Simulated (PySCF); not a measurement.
PySCF job for CdI, SMILES [I][Cd] (connectivity only; charge and spin as stated), neutral, multiplicity 2, C-PCM-B3LYP/def2-TZVPD. Geometry optimised at B3LYP-D3(BJ)/def2-TZVP. The spin state was assumed, not searched. The def2 effective core potentials stand for the cores of Cd, I; spin–orbit coupling is left out.

```python
import numpy as np
from pyscf import gto, scf, dft
from pyscf.solvent import pcm

mol = gto.M(
    atom='''
    Cd    0.00000000    0.00000000   -1.44620731
    I     0.00000000    0.00000000    1.30977266
    ''',
    basis='def2-TZVPD',
    ecp={'Cd': 'def2-tzvp', 'I': 'def2-tzvp'},
    charge=0,
    spin=1,
    max_memory=1600,
    verbose=3,
)
mf = dft.UKS(mol, xc='b3lyp').density_fit(auxbasis='def2-universal-jkfit')
mf.grids.level = 3
mf.conv_tol = 1e-9
mf.max_cycle = 100
mf.kernel()
fine, coarse = mf.grids, dft.Grids(mol).set(level=1).build(with_non0tab=True)
for _ in range(3):  # follow internal instabilities
    mf.grids = coarse
    mo, _, stable, _ = mf.stability(return_status=True, nroots=4)
    mf.grids = fine
    if stable:
        break
    mf.kernel(mf.make_rdm1(mo, mf.mo_occ))
res = {}
for name, eps in {'water': 78.355, 'cyclohexanone': 15.619, 'acetonitrile': 35.688}.items():
    s = mf.PCM()
    s.with_solvent.method, s.with_solvent.eps, s.with_solvent.lebedev_order = 'C-PCM', eps, 29
    s.kernel(mf.make_rdm1())
    res[name] = (s.e_tot, eps, s.dip_moment(), s.mo_energy, s.converged)
    print(f'{name}: electrostatic solvation free energy {(s.e_tot - mf.e_tot) * 627.509474:.3f} kcal/mol')
```

It prints:

```

WARN: HOMO -1.14390335336178 >= LUMO -1.14390335336178

converged SCF energy = -465.663075899311  <S^2> = 0.75352287  2S+1 = 2.0035198
<class 'pyscf.df.df_jk.DFUKS'> wavefunction is stable in the internal stability analysis

WARN: PCM is an experimental feature. It is still in testing.
Features and APIs may be changed in the future.

converged SCF energy = -465.680119554424  <S^2> = 0.75193309  2S+1 = 2.0019322
Dipole moment(X, Y, Z, Debye):  0.00000, -0.00000, -6.41424
water: electrostatic solvation free energy -10.695 kcal/mol

WARN: PCM is an experimental feature. It is still in testing.
Features and APIs may be changed in the future.

converged SCF energy = -465.678806165325  <S^2> = 0.75203491  2S+1 = 2.0020339
Dipole moment(X, Y, Z, Debye):  0.00000,  0.00000, -6.13648
cyclohexanone: electrostatic solvation free energy -9.871 kcal/mol

WARN: PCM is an experimental feature. It is still in testing.
Features and APIs may be changed in the future.

converged SCF energy = -465.679720833773  <S^2> = 0.75196349  2S+1 = 2.0019625
Dipole moment(X, Y, Z, Debye):  0.00000,  0.00000, -6.32964
acetonitrile: electrostatic solvation free energy -10.445 kcal/mol
```

Self-consistency was reached.

Cost: about 30 core-seconds (a rough figure).
